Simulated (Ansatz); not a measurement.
**Abstraction of F: GeH3F + C4H5 → GeH3 + C4H5F**

Species: GeH3F (fluorogermane) `[F][GeH3]`, singlet; C4H5 `[CH2]C#CC`, doublet; GeH3 `[GeH3]`, doublet; C4H5F `CC#CCF`, singlet. A radical takes F: the energy is the difference in strength between the Ge–F bond broken and the C–F bond made.

Shapes, held fixed at every level: PBE0-D4/def2-TZVP. Programs: Ansatz 0.2.0. Electronic energies: no zero-point or thermal term.

```tsv
level	kind	ΔE (kJ/mol)
HF/def2-SVP	Hartree–Fock	+129.4
r2SCAN-D4/def2-TZVPP	meta-GGA	+131.0
B3LYP-D4/def2-TZVPP	global hybrid	+122.9
BHLYP-D4/def2-TZVPP	global hybrid	+126.3
PBE0-D4/def2-TZVPP	global hybrid	+114.8
wB97M-V/def2-TZVPP	range-separated hybrid	+110.5
wB97X-V/def2-TZVPP	range-separated hybrid	+118.3
B2PLYP/def2-TZVPP	double hybrid	+118.8
```

B2PLYP/def2-TZVPP gives ΔE = +118.8 kJ/mol; the levels span +110.5 to +131.0. The median of the levels is +120.9. No measured value is set beside it here. Spin contamination: C4H5 (⟨S²⟩ up to 0.94). Open shells run unrestricted unless RO is named. Relativity is left out for Ge unless named. Correlated rows may include outer-core shells of Ge, which these sets cover unevenly.
